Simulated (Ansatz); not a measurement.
## Ligand exchange: InH2(CH3) + C2H4ClI → InH2I + C3H7Cl

Species: InH2(CH3), singlet; C2H4ClI `CC(Cl)I`, singlet; InH2I `[InH2][I]`, singlet; C3H7Cl (2-chloropropane) `CC(C)Cl`, singlet. The partners trade CH3 for I: In–CH3 and C–I bonds give way to In–I and C–CH3.

Shapes, held fixed at every level: PBE0-D4/def2-TZVP. Programs: Ansatz 0.2.0. Electronic energies: no zero-point or thermal term.

| level | kind | ΔE (kJ/mol) | less CCSD(T)/def2-TZVPP |
| --- | --- | --- | --- |
| HF/def2-SVP | Hartree–Fock | -256.2 | -59.8 |
| PBE-D4/def2-TZVPP | GGA | -192.0 | +4.4 |
| r2SCAN-D4/def2-TZVPP | meta-GGA | -205.5 | -9.1 |
| r2SCAN0-D4/def2-TZVPP | global hybrid | -214.4 | -18.0 |
| wB97X-V/def2-TZVPP | range-separated hybrid | -205.8 | -9.4 |
| B2PLYP/def2-TZVPP | double hybrid | -202.5 | -6.1 |
| CCSD/def2-TZVPP | coupled cluster or CI | -202.5 | -6.1 |
| CCSD(T)/def2-TZVPP | coupled cluster or CI | -196.4 | 0.0 |

The highest level, CCSD(T)/def2-TZVPP, gives ΔE = -196.4 kJ/mol; the levels span -256.2 to -192.0. The column of differences is taken from that level and isn't an error. No measured value is set beside it here. For atoms past krypton def2 sets carry core potentials with scalar relativity. Outer-core shells of I, In are correlated, in sets that cover them unevenly.
